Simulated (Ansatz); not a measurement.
Coupled-cluster run, `[OH][Ge]([OH])([OH])[Cl]`.

```yaml
crystal:
  periodic: [false, false, false]
  atoms:
    - {symbol: O, position_ang: [-1.640879, -0.160598, 0.538776]}
    - {symbol: Ge, position_ang: [0.013499, 0.036277, 0.015484]}
    - {symbol: O, position_ang: [0.976274, -1.271759, 0.657149]}
    - {symbol: O, position_ang: [0.068872, -0.014190, -1.729303]}
    - {symbol: Cl, position_ang: [0.782006, 1.914925, 0.715771]}
    - {symbol: H, position_ang: [-2.209592, 0.567169, 0.273499]}
    - {symbol: H, position_ang: [1.066900, -1.239725, 1.613273]}
    - {symbol: H, position_ang: [0.942940, 0.167902, -2.084639]}
basis:
  gaussian: {orbitals: def2-TZVPP}
correlation: {method: ccsd_t}
```

```sh
$ ansatz run in.yaml --threads 2 --pin off --events-out ev --progress --plain --max-ram 22528MiB --backend cuda --devices 0, --max-vram 18GiB
```

Output of Ansatz, abridged:

```
Functional definition: HF
1421 factors; integrals over basis functions are off by at most 1.0e-3 eV
mean field evaluation 1: about -75137.7185 eV, gradient 5.7e1 eV
mean field evaluation 2: about -75137.9128 eV, gradient 5.7e1 eV
mean field evaluation 4: about -75143.2853 eV, gradient 3.5e0 eV
mean field evaluation 8: about -75143.3347 eV, gradient 2.7e-1 eV
mean field -75143.33492098 eV, -2761.4666243644 hartree, gradient 1.8e-6 eV, S^2 0.000000; 0 other end points of the search recorded, 0 dependent functions left out
17 core orbitals not correlated: weight in the atoms' cores, before any rotation towards them, 1.000 or more for the frozen orbitals, at most 0.000 for the correlated occupied ones
reference -75143.33492098 eV, -2761.4666243644 hartree; 21, 21 occupied and 187, 187 virtual orbitals, 1421 factors
second order -31.51932532 eV of doubles, -0.00000000 eV of singles
cycle   1  -31.03106612 eV  change    4.9e-1 eV  update   1.2e-1
cycle   2  -31.74936020 eV  change   -7.2e-1 eV  update   3.3e-2
cycle   3  -31.89816390 eV  change   -1.5e-1 eV  update   1.6e-2
cycle   4  -31.87903861 eV  change    1.9e-2 eV  update   3.4e-3
cycle   5  -31.87721983 eV  change    1.8e-3 eV  update   1.5e-3
cycle   6  -31.87833223 eV  change   -1.1e-3 eV  update   4.6e-4
cycle   7  -31.87810734 eV  change    2.2e-4 eV  update   1.7e-4
cycle   8  -31.87803858 eV  change    6.9e-5 eV  update   5.0e-5
cycle   9  -31.87805109 eV  change   -1.3e-5 eV  update   1.9e-5
perturbative correction -1.20984930 eV, -0.0444611415 hartree
Total energy: -75176.42282137 eV, -2762.6825822756 hartree
```

Hardware: 2 threads of an AMD EPYC 7R13 on a shared host and a share of an NVIDIA H100 80 GB. Wall time 2.8 s, peak host memory 0.82 GiB.

MP2 recovers 95.3 % of the CCSD(T) correlation energy and the triples give 3.7 %; T1 = 0.0114.
